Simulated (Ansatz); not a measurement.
Basis sets compared for GeMeH3 (CH₆Ge). Total charge 0; singlet. Geometry PBE-D4/def2-TZVP. Ansatz on 4 threads of Arm Neoverse V2 on a shared host; times are rough, and most runs start from earlier orbitals.

Cartesian coordinates in Å:
```
Ge -0.051 -0.405 0.828
C 0.058 0.458 -0.937
H 1.074 0.366 -1.342
H -0.193 1.523 -0.855
H -0.644 -0.016 -1.635
H -1.476 -0.255 1.417
H 0.956 0.243 1.810
H 0.276 -1.914 0.714
```

Binding counts from free atoms (Ge triplet, C triplet, H doublet) in the same basis, without a counterpoise term.

```
                         level  functions  energy (Eh)  HOMO (eV)  LUMO (eV)  binding per atom (eV)  wall time
                     HF/STO-3G         29   -2092.6619     -10.26      13.17                   3.50      0.1 s
                  HF/def2-TZVP        115   -2116.7358     -11.87       3.41                   2.46      0.3 s
               PBE-D4/def2-SVP         76   -2118.0327      -7.61       0.46                   3.23     0.35 s
PBE-D4/def2-TZVP (with forces)        115   -2118.3423      -7.65       0.08                   3.22      0.7 s
           r2SCAN-D4/def2-TZVP        115   -2118.6867      -7.94       0.64                   3.23      1.2 s
              PBE0-D4/def2-SVP         76   -2118.1042      -8.90       1.26                   3.22     0.55 s
             PBE0-D4/def2-TZVP        115   -2118.4102      -8.90       0.85                   3.21     0.85 s
```

(1) Estimate the rows for PBE-D4/def2-TZVPD, r2SCAN-D4/def2-TZVPD, PBE0-D4/def2-TZVPD.

Answers

(1) 
```json
{"level": "PBE-D4/def2-TZVPD", "functions": "145", "energy (Eh)": "-2118.3427", "HOMO (eV)": "-7.66", "LUMO (eV)": "-0.44", "binding per atom (eV)": "3.22", "wall time": "0.8 s"}
{"level": "r2SCAN-D4/def2-TZVPD", "functions": "145", "energy (Eh)": "-2118.6871", "HOMO (eV)": "-7.93", "LUMO (eV)": "0.24", "binding per atom (eV)": "3.23", "wall time": "1.6 s"}
{"level": "PBE0-D4/def2-TZVPD", "functions": "145", "energy (Eh)": "-2118.4107", "HOMO (eV)": "-8.90", "LUMO (eV)": "0.20", "binding per atom (eV)": "3.21", "wall time": "0.95 s"}
```
